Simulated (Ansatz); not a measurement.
Species: BH2S, charge 0, doublet. BH2S (SMILES B[S], doublet).
B3LYP-D3(BJ)/def2-TZVP minimum from Ansatz (an electronic-structure program):
```xyz
4

B     -0.7545    -0.8580     0.1056
H     -0.3829    -1.9333     0.4709
H     -1.9065    -0.6700    -0.1504
S      0.3789     0.4308    -0.0530
```
Charge 0, spin multiplicity 2.

Atomisation energy term by term, kcal/mol (programs: Ansatz). Radicals and triplets start from unrestricted determinants; spin-orbit coupling is neglected. Correlated methods leave the cores frozen. Rows without X2C or -DK are non-relativistic. CBS(X,Y): correlation extrapolated as X^-3, Hartree-Fock from the larger set (Q,5: extrapolated as (X+1)exp(-9√X)). A bracket is a step between two methods taken in the basis named. 'core' is core correlation in cc-pwCVTZ (1s frozen past Ne), 'X2C' scalar relativity in cc-pVTZ-DK, both at CCSD(T). Where a partner has so few electrons that a lower coupled-cluster level is exact, that level stands in.

```tsv
term	basis	kcal/mol
Hartree-Fock	CBS(cc-pV(Q+d)Z,cc-pV(5+d)Z)	225.14
CCSD correlation	CBS(cc-pV(Q+d)Z,cc-pV(5+d)Z)	55.86
(T)	CBS(cc-pV(Q+d)Z,cc-pV(5+d)Z)	4.26
CCSDT(Q) - CCSD(T)	cc-pV(T+d)Z	0.44
CCSDTQ - CCSDT(Q)	cc-pV(D+d)Z	-0.02
core correlation	cc-pwCVTZ	1.49
scalar relativity	X2C, cc-pVTZ-DK	-0.25
sum: De		286.9
```

The step beyond CCSD(T) by other levels: CCSDTQ in cc-pV(D+d)Z 0.48; CCSDT(Q) in cc-pV(D+d)Z 0.51 kcal/mol.
